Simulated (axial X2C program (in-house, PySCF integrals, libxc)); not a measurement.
# Spin–orbit effects down a group: molecules with Cl (ions), CCSD(T)

All values come from calculations with an axial X2C code built on PySCF integrals, spin-free (one-electron X2C) or two-component (2c: spin–orbit coupling with atomic mean-field Coulomb and Gaunt terms, which also bring small scalar terms), in Dyall basis sets with cores contracted in-house; open shells are unrestricted.

Basis sets: Be dyall-av3z, Ca dyall-acv3z, Cl dyall-av3z, Mg dyall-av3z, Sr dyall-acv3z. Frozen shells (counts by l): BeCl⁻ Cl 2s1p, Be 1s, 10 electrons correlated; MgCl⁻ Cl 2s1p, Mg 2s1p, 10 electrons correlated; CaCl⁻ Ca 3s2p, Cl 2s1p, 10 electrons correlated; SrCl⁻ Sr 4s3p1d, Cl 2s1p, 10 electrons correlated. Coupled cluster in natural virtuals with an MP2 remainder. Where the outer core of a metal is frozen, bonds come out longer and ionisation energies lower.

```tsv
molecule	spin-free state	Re (Å)	ωe (cm⁻¹)	De (eV)	2c state	Re 2c (Å)	ωe 2c (cm⁻¹)	De 2c (eV)
BeCl⁻	M_S = 0, Λ = 0	1.937	574.2	1.57	Ω = 0	1.937	574.1	1.57
MgCl⁻	M_S = 0, Λ = 0	2.381	307.7	1.33	Ω = 0	2.381	307.6	1.33
CaCl⁻	?	?	?	?	?	?	?	?
SrCl⁻	M_S = 0, Λ = 0	2.751	230.5	1.90	Ω = 0	2.751	230.4	1.90
```

**Question.** Estimate the 2c Re and ωe of CaCl⁻ as the mean of its neighbours in the table.

**Answer.** Re ≈ 2.566 Å, ωe ≈ 269.0 cm⁻¹. The CCSD(T) runs give the row below, so the estimate misses by -0.044 Å and -10.1 cm⁻¹.

| molecule | spin-free state | Re (Å) | ωe (cm⁻¹) | De (eV) | 2c state | Re 2c (Å) | ωe 2c (cm⁻¹) | De 2c (eV) |
| --- | --- | --- | --- | --- | --- | --- | --- | --- |
| CaCl⁻ | M_S = 0, Λ = 0 | 2.610 | 279.2 | 1.88 | Ω = 0 | 2.610 | 279.1 | 1.88 |

Fragments in 2c: Cl- + Be, Cl- + Mg, Ca + Cl-, Sr + Cl-. Each entry is the lowest single determinant of a limited PBE0 search at one distance. De goes to single-determinant-based atoms at the same level (for ions the charge split of lowest energy) and is withheld (n/a) where an atom does not fit its ground term or J level. Main or longest-lived isotopes.
